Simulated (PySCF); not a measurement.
C2H6Ge.
SMILES: `[GeH3][CH]=C`

The calculation used PySCF 2.14.0, PBE0-D3(BJ)/def2-SVP geometry optimisation, gas phase.

Take the most abundant isotopes and a rigid rotor. 

(1) What are A, B and C (MHz)?

(2) What kind of rotor is it?

(3) What does the inertial defect say?

(4) Give the other two planar moments, Paa and Pbb, and the rms extents of the mass along the axes.

(5) Where do the levels up to J = 2 lie, in cm⁻¹?

(6) Which types of transition are allowed, and where do some lines up to J = 3 fall?

Answers

(1) Ia = 15.46, Ib = 133.04, Ic = 142.23 u·Å²; 505379 MHz·u·Å²/I gives A = 32684, B = 3799, C = 3553 MHz.

(2) A near-prolate asymmetric top: κ = (2 × 3799 − 32684 − 3553)/(32684 − 3553) = -0.98.

(3) Not planar: Δ = Ic − Ia − Ib = -6.27 u·Å². For a rigid frame Δ = −2 Σ m c², so Σ m c² = 3.14 u·Å² lies off the ab plane, practically all of it from hydrogen. The atom farthest from that plane is 1.30 Å away.

(4) Paa = Σ m a² = (Ib + Ic − Ia)/2 = 129.91 and Pbb = Σ m b² = (Ia + Ic − Ib)/2 = 12.33 u·Å². With the mass M = 103.97 u, the rms extents √(P/M) along a, b and c are 1.12, 0.34, 0.17 Å.

(5) Above 0(0,0):
J = 1: 1(0,1) 0.2452, 1(1,1) 1.2087, 1(1,0) 1.2169
J = 2: 2(0,2) 0.7356, 2(1,2) 1.6910, 2(1,1) 1.7156, 2(2,1) 4.6061, 2(2,0) 4.6061

(6) The dipole components are |μa| = 0.59 D, |μb| = 0.11 D, |μc| = 0.00 D. Intensities carry the squares of the components, which stand as 1.00 : 0.03 : 0.00 (a : b : c). Some lines, for components of 0.1 D or more:

| type | branch | J(Ka,Kc) | MHz | lower level (cm⁻¹) |
| --- | --- | --- | --- | --- |
| a | Q | 3(1,2) ← 3(1,3) | 1473 | 2.414 |
| a | R | 1(0,1) ← 0(0,0) | 7352 | 0.000 |
| a | R | 2(1,2) ← 1(1,1) | 14458 | 1.209 |
| a | R | 2(1,1) ← 1(1,0) | 14949 | 1.217 |
| a | R | 3(0,3) ← 2(0,2) | 22049 | 0.736 |
| a | R | 3(2,2) ← 2(2,1) | 22056 | 4.606 |
| a | R | 3(2,1) ← 2(2,0) | 22062 | 4.606 |
| b | R | 1(1,1) ← 0(0,0) | 36237 | 0.000 |
| b | R | 2(1,2) ← 1(0,1) | 43343 | 0.245 |
| b | R | 3(1,3) ← 2(0,2) | 50328 | 0.736 |
| b | R | 2(2,1) ← 1(1,0) | 101605 | 1.217 |
| b | R | 3(2,2) ← 2(1,1) | 108711 | 1.716 |
| b | Q | 3(3,1) ← 3(2,2) | 145040 | 5.342 |
| b | R | 3(3,1) ← 2(2,0) | 167094 | 4.606 |

No PBE0-D3(BJ)/def2-SVP frequencies stand behind this structure, so it isn't proved a minimum. These are rigid-rotor constants of the computed structure; measured ground-state constants (B0) also hold zero-point vibration. A rigid rotor knows nothing of internal rotation, which can split or shift real lines.
